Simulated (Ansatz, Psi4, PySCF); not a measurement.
C3H9In, singlet, at a GFN2-xTB geometry (such geometries of metal compounds can be far from the true shape) (core potentials on In). Base run: PySCF with BLYP/def2-SVP.

PySCF was given this input:
```python
from pyscf import gto, scf, dft

mol = gto.M(
    atom='''
In   -0.00027071    0.00058834   -0.00069908
C    -1.54741402   -1.60362658   -0.25516667
H    -1.47645898   -2.03150186   -1.25510468
H    -2.54532539   -1.18425536   -0.13021367
H    -1.39904443   -2.39480853    0.47847392
C    -0.16211960    1.91699700   -1.15548571
H     0.80256149    2.17280153   -1.59247574
H    -0.46352417    2.72452625   -0.48838330
H    -0.90066120    1.82322629   -1.95032013
C     1.71103614   -0.31596421    1.41393740
H     2.33646867    0.57422770    1.46297261
H     2.31750483   -1.15712290    1.07865522
H     1.33272866   -0.54035921    2.41094086
''',
    basis='def2-svp',
    ecp={'In': 'def2-svp'},
    verbose=4,
)

mf = dft.RKS(mol)
mf.xc = 'blyp'
mf.kernel()
```

The same geometry, method and basis name were run in Ansatz (a first-principles code) and Psi4 and PySCF, at each program's defaults and at the settings that a row names. The base is PySCF at its defaults. Differences at the defaults can come from grids, fitting, cores and function types together.

```tsv
code and settings	ΔE vs base (mEh)	basis functions	E (Eh)	SCF cycles
PySCF, defaults (exact integrals, its default grid, spherical functions)	0.000	113	-309.61275	11
Psi4, defaults (density fitting with its default set, its default grid, spherical functions)	-0.117	113	-309.61287	10
Ansatz, defaults (factorised integrals, its default grid, spherical functions)	0.001	113	-309.61275	-
PySCF, density fitting with def2-universal-jkfit	-0.121	113	-309.61287	11
PySCF, fine grid	0.002	113	-309.61275	11
Psi4, exact integrals, spherical functions, fine grid	0.003	113	-309.61275	13
Ansatz, high accuracy	0.002	113	-309.61275	-
```
